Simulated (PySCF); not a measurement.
PySCF input (TPSSh/def2-TZVPD):

```python
from pyscf import gto, scf, dft

mol = gto.M(
    atom='''
    K    -0.00000000   -0.00000000   -2.44005390
    I     0.00000000    0.00000000    0.87473631
    ''',
    basis='def2-tzvpd',
    ecp='def2-tzvp',
    charge=-1,
    spin=1,
    symmetry='C2v',
    verbose=4,
)

mf = dft.UKS(mol, xc='tpssh').density_fit(auxbasis='def2-universal-jkfit')
mf.grids.level = 3
mf.conv_tol = 1e-9
mf.max_cycle = 100
mf.max_memory = 1500
mf.kernel()
if not mf.converged:
    mf = mf.newton()
    mf.kernel(mf.make_rdm1())
mf.analyze()
```

End of the output:

```
Extra cycle  E= -897.665056809632  delta_E= -6.71e-12  |g|= 9.22e-07  |ddm|= 1.68e-05
converged SCF energy = -897.665056809632  <S^2> = 0.75003645  2S+1 = 2.0000365
**** SCF Summaries ****
Total Energy =                        -897.665056809631778
Nuclear Repulsion Energy =              75.829587775631808
One-electron Energy =                -1501.479425579287636
Two-electron Energy =                  527.984780994024050
Two-electron Coulomb Energy =          583.750719649544862
DFT Exchange-Correlation Energy =      -55.765938655520856
HOMO-LUMO gap [eV] =                    -0.085639535545203
Wave-function symmetry = A1
alpha occupancy for each irrep:     A1   A2   B1   B2
                                    12    1    5    5
beta  occupancy for each irrep:     A1   A2   B1   B2
                                    11    1    5    5
**** MO energy ****
alpha MO #1 (A1 #1), energy= -129.495132839387 occ= 1
alpha MO #2 (A1 #2), energy= -12.9858084027574 occ= 1
alpha MO #3 (B1 #1), energy= -10.3110377955939 occ= 1
alpha MO #4 (B2 #1), energy= -10.3110377955938 occ= 1
alpha MO #5 (A1 #3), energy= -10.3104649131127 occ= 1
alpha MO #6 (A1 #4), energy= -6.54706933339008 occ= 1
alpha MO #7 (A1 #5), energy= -4.57706614094351 occ= 1
alpha MO #8 (B1 #2), energy= -4.57641761296047 occ= 1
alpha MO #9 (B2 #2), energy= -4.57641761296047 occ= 1
alpha MO #10 (A1 #6), energy= -1.65086262854955 occ= 1
alpha MO #11 (B1 #3), energy= -1.65058449360302 occ= 1
alpha MO #12 (B2 #3), energy= -1.65058449360301 occ= 1
alpha MO #13 (A2 #1), energy= -1.64995738786699 occ= 1
alpha MO #14 (A1 #7), energy= -1.64993859729967 occ= 1
alpha MO #15 (A1 #8), energy= -1.2279516055474 occ= 1
alpha MO #16 (B1 #4), energy= -0.601896046608037 occ= 1
alpha MO #17 (B2 #4), energy= -0.601896046608038 occ= 1
alpha MO #18 (A1 #9), energy= -0.597741705132279 occ= 1
alpha MO #19 (A1 #10), energy= -0.452904866115631 occ= 1
alpha MO #20 (A1 #11), energy= -0.0823337478751229 occ= 1
alpha MO #21 (B1 #5), energy= -0.0722637432289872 occ= 1
alpha MO #22 (B2 #5), energy= -0.0722637432289872 occ= 1
alpha MO #23 (A1 #12), energy= 0.020381935551 occ= 1
alpha MO #24 (B1 #6), energy= 0.065835941489949 occ= 0
alpha MO #25 (B2 #6), energy= 0.065835941489949 occ= 0
alpha MO #26 (A1 #13), energy= 0.0831394464375984 occ= 0
alpha MO #27 (A1 #14), energy= 0.105500171458363 occ= 0
alpha MO #28 (A1 #15), energy= 0.122159069333499 occ= 0
alpha MO #29 (B1 #7), energy= 0.133391356517657 occ= 0
alpha MO #30 (B2 #7), energy= 0.133391356517653 occ= 0
alpha MO #31 (B1 #8), energy= 0.142467809505256 occ= 0
alpha MO #32 (B2 #8), energy= 0.142467809505255 occ= 0
alpha MO #33 (A1 #16), energy= 0.163951705706385 occ= 0
alpha MO #34 (A2 #2), energy= 0.165348710570763 occ= 0
alpha MO #35 (A1 #17), energy= 0.165352265082042 occ= 0
alpha MO #36 (B1 #9), energy= 0.190175143895571 occ= 0
alpha MO #37 (B2 #9), energy= 0.190175143895569 occ= 0
alpha MO #38 (A1 #18), energy= 0.213218673866021 occ= 0
alpha MO #39 (A2 #3), energy= 0.239821464455845 occ= 0
alpha MO #40 (A1 #19), energy= 0.239821673078964 occ= 0
alpha MO #41 (A1 #20), energy= 0.261103126455752 occ= 0
alpha MO #42 (A1 #21), energy= 0.270533119851895 occ= 0
alpha MO #43 (B1 #10), energy= 0.287996367705901 occ= 0
alpha MO #44 (B2 #10), energy= 0.287996367705896 occ= 0
alpha MO #45 (A2 #4), energy= 0.36140083587482 occ= 0
alpha MO #46 (A1 #22), energy= 0.36140228760786 occ= 0
alpha MO #47 (B1 #11), energy= 0.371633372261339 occ= 0
alpha MO #48 (B2 #11), energy= 0.371633372261343 occ= 0
alpha MO #49 (A1 #23), energy= 0.377465358563883 occ= 0
alpha MO #50 (B1 #12), energy= 0.413838290795695 occ= 0
alpha MO #51 (B2 #12), energy= 0.413838290795688 occ= 0
alpha MO #52 (A2 #5), energy= 0.516847514428504 occ= 0
alpha MO #53 (A1 #24), energy= 0.516850537282133 occ= 0
alpha MO #54 (A1 #25), energy= 0.521611798662512 occ= 0
alpha MO #55 (B1 #13), energy= 0.535974986654042 occ= 0
alpha MO #56 (B2 #13), energy= 0.535974986654043 occ= 0
alpha MO #57 (A1 #26), energy= 0.541521996833236 occ= 0
alpha MO #58 (A1 #27), energy= 0.766092015705147 occ= 0
alpha MO #59 (B1 #14), energy= 0.768960997553343 occ= 0
alpha MO #60 (B2 #14), energy= 0.768960997553352 occ= 0
alpha MO #61 (A1 #28), energy= 0.851809308112621 occ= 0
alpha MO #62 (A1 #29), energy= 1.05019744807962 occ= 0
alpha MO #63 (B1 #15), energy= 1.05333228906859 occ= 0
alpha MO #64 (B2 #15), energy= 1.05333228906859 occ= 0
alpha MO #65 (A1 #30), energy= 1.05554033847726 occ= 0
alpha MO #66 (A2 #6), energy= 1.0555526634386 occ= 0
alpha MO #67 (B1 #16), energy= 1.05757021976951 occ= 0
alpha MO #68 (B2 #16), energy= 1.05757021976951 occ= 0
alpha MO #69 (A1 #31), energy= 1.11927155627143 occ= 0
alpha MO #70 (A1 #32), energy= 1.23679695384776 occ= 0
alpha MO #71 (A2 #7), energy= 1.23679824029442 occ= 0
alpha MO #72 (B1 #17), energy= 1.26038420221508 occ= 0
alpha MO #73 (B2 #17), energy= 1.26038420221509 occ= 0
alpha MO #74 (A1 #33), energy= 1.30934579312883 occ= 0
alpha MO #75 (B1 #18), energy= 1.40047109443353 occ= 0
alpha MO #76 (B2 #18), energy= 1.40047109443351 occ= 0
alpha MO #77 (A1 #34), energy= 1.56315220902101 occ= 0
alpha MO #78 (A1 #35), energy= 1.67489666075425 occ= 0
alpha MO #79 (A2 #8), energy= 1.67494102207388 occ= 0
alpha MO #80 (B1 #19), energy= 1.70298757121482 occ= 0
alpha MO #81 (B2 #19), energy= 1.70298757121482 occ= 0
alpha MO #82 (A1 #36), energy= 1.75664677825624 occ= 0
alpha MO #83 (A2 #9), energy= 3.2317777341528 occ= 0
alpha MO #84 (A1 #37), energy= 3.2319815736435 occ= 0
alpha MO #85 (B1 #20), energy= 3.23244827442109 occ= 0
alpha MO #86 (B2 #20), energy= 3.2324482744211 occ= 0
alpha MO #87 (B1 #21), energy= 3.23624712725177 occ= 0
alpha MO #88 (B2 #21), energy= 3.23624712725177 occ= 0
alpha MO #89 (A1 #38), energy= 3.25669139032134 occ= 0
alpha MO #90 (A1 #39), energy= 4.44151703645987 occ= 0
alpha MO #91 (B1 #22), energy= 34.6882093916123 occ= 0
alpha MO #92 (B2 #22), energy= 34.6882093916122 occ= 0
alpha MO #93 (A1 #40), energy= 34.7882495020148 occ= 0
alpha MO #94 (A1 #41), energy= 42.8957180687796 occ= 0
alpha MO #95 (A1 #42), energy= 118.339765873158 occ= 0
beta  MO #1 (A1 #1), energy= -129.494879926216 occ= 1
beta  MO #2 (A1 #2), energy= -12.9855173509981 occ= 1
beta  MO #3 (B1 #1), energy= -10.3108310353266 occ= 1
beta  MO #4 (B2 #1), energy= -10.3108310353266 occ= 1
beta  MO #5 (A1 #3), energy= -10.3100824223371 occ= 1
beta  MO #6 (A1 #4), energy= -6.54700182778112 occ= 1
beta  MO #7 (A1 #5), energy= -4.57694516253537 occ= 1
[...]
```
